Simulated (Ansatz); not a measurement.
Born–Oppenheimer molecular dynamics of FGeH3O (6 atoms, charge 0, multiplicity 1). It starts at the highest image of a converged band, a first-order saddle point between two minima.

These are results of Ansatz 0.2.0, RKS PBE-D4/def2-SVP, not measurements.

- ensemble: NVE (velocity Verlet)
- time step: 0.5 fs
- steps asked: 200
- starting velocities drawn for: 100 K
- seed: 4679

First frame:

```xyz
6
Properties=species:S:1:pos:R:3
Ge 0.197 -0.026 -0.335
O 0.721 0.206 1.594
H 0.621 -0.626 2.106
H 1.618 0.020 0.471
F -0.763 1.428 -0.619
H -0.882 -1.178 -0.335
```

How far do the bonds stretch over the last three quarters of this one trajectory? (Pairs bonded in most of those frames.)


```tsv
bond	mean (Å)	spread (Å)	shortest	longest
Ge1–F5	1.791	0.024	1.75	1.82
Ge1–H6	1.653	0.033	1.59	1.71
O2–H3	0.986	0.026	0.93	1.05
O2–H4	1.015	0.093	0.87	1.15
```

Pairs bonded in part of these frames only: Ge1–O2 20 %.

Mean temperature of the second half: 1313 K. The conserved energy stayed within 1.5 meV per atom of its start (net change -1.1 meV per atom), so the integration is sound. The kinetic energy rose, since the run started high on the potential surface and went downhill. It ends in pieces (FGeH + H2O), so much of that is their flight and rotation, not heat. A run of 0.1 ps of so small a system gives no equilibrium averages. The orbitals stay closed-shell, which can raise the energy where a bond breaks towards radicals; this wasn't checked here.

Time of the run: 5 min on 1 thread of Arm Neoverse V1 (shared host), peak memory 0.15 GiB.
